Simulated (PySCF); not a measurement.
CH$_{5}$B$_{2}$O (calculated)

Calculation on a computer-drawn molecule: the log of a Hartree-Fock and frozen-core CCSD(T) single point meant for a local Hartree-Fock minimum, with one planted fault or none, to be diagnosed. Offsets are logged minus clean, where the clean run is the same molecule without the fault. The reference is restricted for singlets and unrestricted otherwise, and also for a bond in bohr or an excited solution. Adding or removing an electron swaps singlet and doublet. The excited solution moves the top pair (singlet) or top alpha electron (doublet) to the lowest empty orbital. Highest occupied and lowest empty are orbital energies over both spins, largest force is the largest gradient component, triples share is (T) over the correlation energy, the T1 limit is 0.02 restricted and 0.045 unrestricted, electrons count all cores, a negative frequency is imaginary (commonest isotopes), and the dipole is about the centre of nuclear charge. Program: PySCF 2.14.0.

```xyz
9
formula=CH5B2O meant_charge=0 meant_multiplicity=2 meant_basis=cc-pVDZ logged_electrons=29 logged_basis_functions=81 logged_SCF_converged=yes logged_spin_squared=0.7587 logged_highest_occupied=-8.539 logged_lowest_empty=1.3602 logged_largest_force=0.035399 logged_T1_diagnostic=0.015276 logged_D1_diagnostic=0.060427 logged_triples_share=0.026999 logged_CC_converged=yes logged_dipole_magnitude=1.6581 logged_SCF_stable_within_its_kind=yes logged_energy_HF=-164.90825 logged_energy_CCSD(T)=-165.44369 possible_faults=no_fault,one_electron_removed,one_electron_added,multiplicity_raised_by_two,geometry_at_a_saddle_point,SCF_held_on_an_excited_solution,minimal_basis_STO-3G,one_bond_length_entered_in_bohr,all_coordinates_scaled planted_fault=all_coordinates_scaled,by_+4.5_% HF_energy_offset_from_clean_run=9.321 CCSD(T)_energy_offset_from_clean_run=4.166
B     -1.3841     1.3620     1.4710
B     -0.1899     0.2140     1.7725
C      0.6849    -0.4465     0.5270
O      0.2262    -0.0664    -0.8304
H     -2.2574     2.2104     1.2581
H      0.0664    -0.1258     2.9570
H      0.7598    -1.5870     0.6292
H      1.7616    -0.0691     0.6189
H     -0.5925    -0.5762    -1.0427
```

Units: logged_highest_occupied, logged_lowest_empty in eV; logged_largest_force in hartree/bohr; logged_dipole_magnitude in debye; logged_energy_HF, logged_energy_CCSD(T) in hartree; HF_energy_offset_from_clean_run, CCSD(T)_energy_offset_from_clean_run in kcal/mol.

Drawn bonds:
```csv
atom,other atom,order
1,2,1
2,3,1
3,4,1
1,5,1
2,6,1
3,7,1
3,8,1
4,9,1
```
